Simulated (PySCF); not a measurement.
In⁺: excitation energy

In⁺ [Kr] 4d10 5s2 (1S) → In⁺ [Kr] 4d10 5s1 5d1 (3D), as a difference of total energies. Computed with PySCF 2.14 in aug-cc-pVDZ-PP with ECP28MDF (5s4p3d, 32 functions), with a scalar-relativistic core potential. Correlated levels: valence: 4s2 4p6 4d10 frozen. The calculations carry no spin-orbit coupling.

| method | excitation energy (cm⁻¹) | error (cm⁻¹) |
| --- | --- | --- |
| UHF | 89935 | -12284 |
| LDA | 103090 | +868 |
| PBE | 99213 | -3006 |
| PBE0 | 98011 | -4208 |
| r2SCAN | 99224 | -2996 |
| M06 | 101290 | -933 |
| HSE06 | 98102 | -4117 |
| TPSSh | 97740 | -4479 |
| PBEsol | 99825 | -2394 |
| MP2 (valence) | 94236 | -7983 |
| SCS-MP2 (valence) | 95342 | -6877 |

Reference: 102220 cm⁻¹ (measured; NIST levels, between the centres of gravity of the two terms).

Errors of the correlated levels include the incompleteness of this basis and the frozen core.
